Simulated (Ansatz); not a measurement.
`C=[CH][Sn]([F])([F])[F]`. The species carries charge 0 and has multiplicity 1. Correlated methods include outer-core shells of Sn, which these sets cover unevenly. Sn takes the def2 core potential.

Cartesian coordinates in Å:
```
C 0.460 1.588 -0.284
C 0.855 0.324 -0.212
Sn -0.540 -1.163 0.249
F -0.793 -2.511 -1.061
F -2.254 -0.381 0.499
F -0.212 -2.158 1.830
H 1.167 2.378 -0.523
H -0.567 1.893 -0.112
H 1.884 0.030 -0.386
```

Question: Give the diagnostics of a CCSD(T)/def2-TZVPP run (frozen core, the Gaussian-basis code of Ansatz). (Best estimate.)

Answer: Computed: T1 = 0.0145, largest single amplitude 0.039, largest double 0.085, (T) share of the correlation energy 3.3 %, 9 CCSD cycles. The RHF solution is stable towards an unrestricted one. T1 lies under the customary mark of 0.02 for closed shells.
